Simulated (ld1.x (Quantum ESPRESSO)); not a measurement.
Values are calculated unless marked as measured or tabulated.
# Pseudopotentials across the periodic table

Generated with ld1.x 7.5 (TM, RRKJ, ultrasoft, PAW), atompaw 4.2 or ONCVPSP 4.0.1. The cutoff is in Ry: for ld1.x and atompaw files where the sum of valence levels is converged to 10 mRy in a Bessel basis, for ONCV files where the hardest occupied wave has 1 mHa per electron of residual kinetic energy. The error is the largest all-electron minus pseudo excitation energy over each file’s own four to seven test configurations (ionisations up to +4, promotions, holes and added fractions of an electron), all of which were solved. The labels leave out finer settings (local radius, basis sizes, second energies), which also bear on the numbers. Spin-polarised tests are not counted. The rows are a selection from randomly drawn settings: files with unsolved tests, undetermined cutoffs or missed reference levels are left out.

A true bound ghost makes a file unfit for plane-wave use even where its test errors are small: the radial tests pick states by their node count and pass the ghost by.

```tsv
element	potential	cutoff (Ry)	largest error (meV)	bound ghosts
Li	TM semilocal, LDA (PZ), non-relativistic, rc 2.65/4.20 (sp), local p, core correction yes, reference 2s1 2p0	6	-5.0	none
Be	ultrasoft, PBEsol, non-relativistic, rc 0.75/4.45/4.55 (spd), local smoothed, core correction no, reference 1s2 2s2 2p0	120	+675	none
K	TM, PBEsol, scalar-relativistic, rc 4.20/3.05/4.20 (spd), local smoothed, core correction no, reference 3d0 4s0 4p1	10	+218	p
Nb	TM, PBE, scalar-relativistic, rc 3.15/4.20/2.35 (spd), local smoothed, core correction no, reference 4d4 5s1 5p0	30	+144	s
Ba	TM semilocal, PBE, scalar-relativistic, rc 3.95/3.70/3.55 (spd), local d, core correction no, reference 5d0 6s2 6p0	6	+485	none
W	TM semilocal, revPBE, non-relativistic, rc 3.10/2.15/2.45 (spd), local d, core correction yes, reference 5p6 5d4 6s2 6p0	30	+176	none
Ir	TM, PW91, scalar-relativistic, rc 2.10/4.00/1.60/3.90 (spdf), local smoothed, core correction yes, reference 5d8 6s1 6p0	40	-364	none
```

Problem. Fill in the row for Al: TM, PBEsol, non-relativistic, rc 1.85/2.60 (sp), local s, core correction yes, reference 3s2 3p1.

Solution. cutoff 10 Ry, largest error -7.0 meV, bound ghosts: none.

Problem. Fill in the row for Co: TM semilocal, revPBE, scalar-relativistic, rc 2.35/1.35/1.10 (spd), local s, core correction no, reference 3p6 3d7 4s2 4p0.

Solution. cutoff 180 Ry, largest error +68 meV, bound ghosts: none.
